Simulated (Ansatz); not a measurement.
FH4NOSSn, SMILES `[NH2][Sn]([OH])([F])[SH]`, 9 atoms. Charge 0, multiplicity 1. Correlated methods include outer-core shells of Sn, which these sets cover unevenly. Sn takes the def2 core potential. All runs use 4 threads of an Arm Neoverse V1 on a shared host. Correlated methods freeze the cores.

Q: Give the basis size and wall time and peak host memory of each of these runs in Ansatz. RKS B3LYP-D4/def2-TZVPP energy and forces; direct RPA on PBE orbitals/def2-TZVPP energy; RKS PBE0-D4/def2-TZVP relaxation (16 steps); RHF-CCSD(T)/def2-SVP energy; RKS ωB97M-V/def2-SVP energy; RKS HSE06 (plane-wave form)-D4/def2-TZVPP energy; RKS PBE-D4/def2-TZVPP energy and forces; RKS PBE0-D4/def2-SVP energy; RHF-MP2/def2-QZVPP energy; RKS ωB97M-V/def2-QZVPP energy; RHF-CCSD(T)/def2-TZVPP energy; RKS PBE0-D4/def2-TZVP frequencies. (Estimate.)

A: Ansatz gave: Other jobs shared the machine, so times are rough.

| level | job | functions | wall time | peak host memory (GiB) |
| --- | --- | --- | --- | --- |
| RKS PBE0-D4/def2-SVP | energy | 106 | 1.3 s | 0.23 |
| RKS PBE-D4/def2-TZVPP | energy and forces | 241 | 3.2 s | 0.32 |
| RKS ωB97M-V/def2-SVP | energy | 106 | 5.5 s | 0.35 |
| direct RPA on PBE orbitals/def2-TZVPP | energy | 241 | 7 s | 0.61 |
| RKS HSE06 (plane-wave form)-D4/def2-TZVPP | energy | 241 | 7 s | 0.69 |
| RKS B3LYP-D4/def2-TZVPP | energy and forces | 241 | 8 s | 0.7 |
| RHF-CCSD(T)/def2-SVP | energy | 106 | 9 s | 0.55 |
| RKS ωB97M-V/def2-QZVPP | energy | 443 | 19 s | 1.9 |
| RHF-MP2/def2-QZVPP | energy | 443 | 19 s | 2.3 |
| RKS PBE0-D4/def2-TZVP | relaxation (16 steps) | 204 | 73 s | 0.58 |
| RKS PBE0-D4/def2-TZVP | frequencies | 204 | 2.4 min | 0.59 |
| RHF-CCSD(T)/def2-TZVPP | energy | 241 | 4.6 min | 5.3 |

B3LYP here is the variant with VWN-RPA as its local correlation; programs differ in this.
